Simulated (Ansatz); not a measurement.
Gas-phase electronic energies from Ansatz, PBE0-D4/def2-TZVP geometries. CCSD(T)/CBS adds triple-zeta CCSD(T) − MP2 to the extrapolated MP2 energy (def2 sets, frozen cores). DFT in def2-TZVPP. B3LYP here is the variant with VWN-RPA as its local correlation; programs differ in this. For Ge outer-core shells are correlated without core-valence functions, which leaves a few kJ/mol of doubt a bond. Scalar relativity is left out up to krypton.

Consider the redistribution: `C#[C][AlH][GeH3]` + `[F][GeH]([F])[F]` → `[F][GeH]([F])[GeH3]` + `C#[C][AlH][F]`.

Question: Is it downhill or uphill in electronic energy at CCSD(T)/CBS, and by how much? (Best estimate.)

Answer: Ansatz gave: Downhill: ΔE = -1.28 eV.

Question: What do these levels give: CAM-B3LYP-D4, ωB97M-V, B2PLYP, PBE-QIDH, BLYP, PBE0, B3LYP, RPA@PBE/def2-TZVPP, MP2/def2-TZVPP, CCSD/def2-TZVPP, CCSD(T)/def2-TZVPP, MP2/CBS(def2)? (Estimate.)

Answer: Computed: CAM-B3LYP-D4 -1.31, ωB97M-V -1.27, B2PLYP -1.28, PBE-QIDH -1.19, BLYP -1.33, PBE0 -1.20, B3LYP -1.31, RPA@PBE/def2-TZVPP -1.19, MP2/def2-TZVPP -1.24, CCSD/def2-TZVPP -1.21, CCSD(T)/def2-TZVPP -1.19, MP2/CBS(def2) -1.33 eV.

Largest T1 diagnostic among the species: 0.013.

At CCSD(T), def2-SVP lies +0.12 eV from the extrapolated value and def2-TZVPP +0.08 eV. Leaving LDA and LC-ωPBE aside and taking each functional with its dispersion term where it has one, the values, not all of them listed here, spread over 0.14 eV, from BLYP-D4 to PBE-QIDH. From BLYP to BHLYP (50 % exact exchange), in def2-TZVPP and without D4, ΔE moves by +0.04 eV.
